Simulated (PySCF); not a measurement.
# Excitation energy of Sn⁺ by level of theory

Sn⁺ [Kr] 4d10 5s2 5p1 (2P) → Sn⁺ [Kr] 4d10 5s2 6s1 (2S), as a difference of total energies. Calculation: PySCF 2.14, in aug-cc-pVTZ-PP with ECP28MDF (6s5p4d2f, 55 functions); scalar relativity through the core potential. Correlated levels: valence: 4s2 4p6 4d10 frozen. The calculations carry no spin-orbit coupling.

```json
{"method": "UHF", "excitation energy (cm⁻¹)": "52831"}
{"method": "MP2 (valence)", "excitation energy (cm⁻¹)": "52798"}
{"method": "SCS-MP2 (valence)", "excitation energy (cm⁻¹)": "52953"}
{"method": "CCSD (valence)", "excitation energy (cm⁻¹)": "53085"}
{"method": "CCSD(T) (valence)", "excitation energy (cm⁻¹)": "53038"}
{"method": "CCSDT (valence)", "excitation energy (cm⁻¹)": "53020"}
```

Errors of the correlated levels include the incompleteness of this basis and the frozen core.

For comparison: 54052 cm⁻¹ (measured; NIST levels, between the centres of gravity of the two terms).
